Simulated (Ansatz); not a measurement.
`CCCBS` + `C=[C](O)[AlH2]` → `CCC[BH][AlH2]` + `C=C(O)S`  (formal exchange of groups at a B–S bond)

Program: Ansatz. Geometries: PBE0-D4/def2-TZVP. ΔE: electronic, gas phase. CCSD(T)/CBS adds triple-zeta CCSD(T) − MP2 to the extrapolated MP2 energy (def2 sets, frozen cores). Functionals use def2-TZVPP. B3LYP here is the variant with VWN-RPA as its local correlation; programs differ in this. Each species was taken in one conformer, which may not be the lowest.

Task: Is it downhill or uphill in electronic energy at CCSD(T)/CBS, and by how much? (An estimate is asked.)

Result: The calculation gave: Uphill: ΔE = +172.3 kJ/mol.

Task: What do these levels give: PBE-D4, r2SCAN-D4, PBE0-D4, ωB97X-V, PBE, B3LYP? (Best estimate.)

Result: Ansatz gave: PBE-D4 163.5, r2SCAN-D4 171.7, PBE0-D4 165.0, ωB97X-V 166.8, PBE 163.0, B3LYP 169.8 kJ/mol.

Largest T1 diagnostic among the species: 0.013.

In def2-TZVPP, CCSD(T) changes the Hartree–Fock value by +4.1 kJ/mol (the triples alone add +1.7 kJ/mol) and MP2 by +11.5 kJ/mol.
